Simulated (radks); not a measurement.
Values are calculated unless marked as measured or tabulated.
Excited configurations of neutral tantalum: one electron is placed in a higher orbital outside [Xe] 4f14 5d3 6s1. The ground configuration is [Xe] 4f14 5d3 6s2. Code: a radial shooting solver on a logarithmic mesh with Libxc functionals. Model: scalar-relativistic Kohn-Sham, PBEsol, spin-polarised, spherical densities, point nucleus; open shells are filled with parallel spins first (spin-orbit coupling, left out, can overturn this in heavy ions). Excitation = E - E(ground); binding = E(ion) - E, where the ion is the core of charge +1; n* = 1/sqrt(2 binding) in atomic units, and the quantum defect is n - n*.

[
 {"outer orbital": "5f", "excitation (eV)": "6.370", "binding (eV)": "0.954", "n*": "3.777", "quantum defect": "1.223", "<r> (bohr)": "16.63"},
 {"outer orbital": "6p", "excitation (eV)": "2.615", "binding (eV)": "4.709", "n*": "1.700", "quantum defect": "4.300", "<r> (bohr)": "4.417"},
 {"outer orbital": "6d", "excitation (eV)": "5.709", "binding (eV)": "1.616", "n*": "2.902", "quantum defect": "3.098", "<r> (bohr)": "10.39"},
 {"outer orbital": "6f", "excitation (eV)": "6.657", "binding (eV)": "0.668", "n*": "4.515", "quantum defect": "1.485", "<r> (bohr)": "28.13"},
 {"outer orbital": "7s", "excitation (eV)": "4.753", "binding (eV)": "2.572", "n*": "2.300", "quantum defect": "4.700", "<r> (bohr)": "8.540"},
 {"outer orbital": "7d", "excitation (eV)": "6.307", "binding (eV)": "1.017", "n*": "3.657", "quantum defect": "3.343", "<r> (bohr)": "19.51"},
 {"outer orbital": "7f", "excitation (eV)": "6.835", "binding (eV)": "0.489", "n*": "5.274", "quantum defect": "1.726", "<r> (bohr)": "41.92"}
]

The Delta-SCF ionisation energy is 7.324 eV (NIST Atomic Spectra Database: 7.550 eV, measured). Self-interaction in the functional shifts the binding energies and quantum defects, so they are the method's values and not measured ones. Open shells are spherical and high-spin; term and fine-structure splittings are not resolved. Spin-orbit splitting is averaged out at the scalar-relativistic level.
